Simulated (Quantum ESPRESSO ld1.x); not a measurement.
Question: The mean radii <r> (bohr) of the occupied orbitals of an atom or ion are listed with their occupations. Calculated with ld1.x of Quantum ESPRESSO 7.5: Dirac Kohn-Sham, PW91, spin-unpolarised, spherical densities, point nucleus.

orbital      occ.      <r>
1s1/2           2  0.02190
2s1/2           2  0.09274
2p1/2           2  0.07746
2p3/2           4  0.08430
3s1/2           2   0.2440
3p1/2           2   0.2336
3p3/2           4   0.2467
3d3/2           4   0.2188
3d5/2           6   0.2228
4s1/2           2   0.5518
4p1/2           2   0.5634
4p3/2           4   0.5926
4d3/2           4   0.6266
4d5/2           6   0.6367
5s1/2           2    1.295
5p1/2           2    1.425
5p3/2           4    1.502
4f5/2     2.57143   0.7987
4f7/2     3.42857   0.8071
6p1/2    0.333333    3.419
6p3/2    0.666667    3.559

Name the element and its charge. Open shells, if any, are shared by 2j + 1.

Answer: Z = 64, gadolinium, charge +3: Gd3+ in [Xe] 4f6 6p1. The 1s radius gives Z: for a bare nucleus <r> = (2 gamma + 1)/(2Z) with gamma = sqrt(1 - (Z/c)^2), 0.02163 bohr for Z = 64, and screening makes it slightly larger (0.02190 here). The occupations add up to 61, and the charge is Z minus that.
